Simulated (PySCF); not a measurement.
Ge(I)2 anion (GeI2), SMILES [Ge]([I])[I] (connectivity only; charge and spin as stated), charge -1, multiplicity 2.

Coordinates come from a B3LYP-D3(BJ)/def2-SVPD optimisation. The multiplicity is an assumed one; other spin states were not compared. The isomer is the one that the SMILES or the coordinates give; other isomers of the formula were not compared. The def2 effective core potentials stand for the cores of I; spin–orbit coupling is left out.

Two levels are set side by side: PBE/def2-TZVPD (PySCF) and PBE0/def2-TZVPD (PySCF). Same geometry, gas phase. Differences are taken from unrounded values.

```csv
quantity,PBE0,PBE,PBE minus PBE0
α-spin orbital gap (eV),2.95,1.33,-1.62
β-spin orbital gap (eV),4.94,3.29,-1.66
mean polarisability (bohr³),145.3,153.4,8.2
```

Loosely held outer electrons make PBE densities more polarisable. Differences between two approximate levels are no errors against the true value.

Rough cost on one machine, each run with all the roots and properties that it gave: PBE0 against PBE within a factor of 2.
